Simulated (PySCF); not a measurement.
Run record: geometry optimisation, `C=C[P@@](=O)(O)C[SiH3]`.

Computed with PBE0/def2-SV(P) geometry optimisation, gas phase (PySCF 2.14.0). Start geometry: GFN2-xTB. The input is one job of a driver script: a line of settings, then coordinates in Å.

Input:
```
{"job": {"xc": "PBE0", "basis": "def2-SV(P)", "grid": 1, "kind": "geom"}, "charge": 0, "multiplicity": 1}
C      2.045562     1.159084     0.442722
C      1.421365    -0.003056     0.469395
P      0.396585    -0.497572    -0.946955
O      0.439765     0.424357    -2.088071
O      0.990732    -1.955523    -1.344054
C     -1.247004    -0.894966    -0.291591
Si    -2.014681     0.708571     0.369706
H      1.929964     1.805968    -0.412293
H      2.676024     1.507472     1.245521
H      1.499921    -0.694134     1.295538
H      1.486041    -1.857992    -2.159290
H     -1.152483    -1.667389     0.467581
H     -1.825068    -1.298101    -1.122662
H     -1.182601     1.229749     1.459813
H     -2.135884     1.692683    -0.699741
H     -3.335837     0.349792     0.893451
```

Output:
```
step   0  E = -900.06075112  max force = 0.025072
step   1  E = -900.06649503  max force = 0.003352
step   2  E = -900.06672184  max force = 0.001261
step   3  E = -900.06682360  max force = 0.001813
step   4  E = -900.06690814  max force = 0.001605
step   5  E = -900.06702174  max force = 0.001230
step   6  E = -900.06728833  max force = 0.002477
step   7  E = -900.06734531  max force = 0.001278
step   8  E = -900.06739966  max force = 0.000709
step   9  E = -900.06742778  max force = 0.001332
step  10  E = -900.06746903  max force = 0.001461
step  11  E = -900.06750770  max force = 0.001347
step  12  E = -900.06754162  max force = 0.001214
step  13  E = -900.06751350  max force = 0.001897
step  14  E = -900.06757228  max force = 0.001199
step  15  E = -900.06759076  max force = 0.000797
step  16  E = -900.06758753  max force = 0.000779
step  17  E = -900.06758427  max force = 0.000752
step  18  E = -900.06759053  max force = 0.000417
optimisation converged
```

Energies in Eh; «max force» is the largest Cartesian gradient component in Eh/bohr.

Task: Give the first gradient maximum in eV/Å.

Result: With 1 Eh/bohr = 51.422 eV/Å, 1.289 eV/Å.

Main results: final energy -900.06759 Eh after 18 steps; dipole 2.84 D.

Task: Where do the atoms end?

Result: 0.394 Å rms from the input after alignment:
```
atom  x, y, z in Å
C1     2.2646    0.9938    0.5029
C2     1.5406   -0.1290    0.5290
P3     0.4080   -0.4864   -0.8282
O4     0.4417    0.5596   -1.8910
O5     0.8295   -1.9872   -1.3238
C6    -1.2188   -0.7951   -0.1159
Si7   -2.2193    0.8136    0.0364
H8     2.1521    1.7032   -0.3273
H9     2.9835    1.2376    1.2952
H10    1.6369   -0.8579    1.3445
H11    1.5480   -1.9448   -1.9777
H12   -1.1288   -1.3074    0.8582
H13   -1.7505   -1.4786   -0.8028
H14   -1.3974    1.8809    0.6865
H15   -2.6828    1.2673   -1.3073
H16   -3.4145    0.5401    0.8990
```

Time: 88 s; peak memory 0.58 GiB. Hardware: an Arm Neoverse V2 with one thread, shared host with 96 logical CPUs at a one-minute load of 50.
Labels such as C1 count atoms from 1, the log's own numbers from 0.
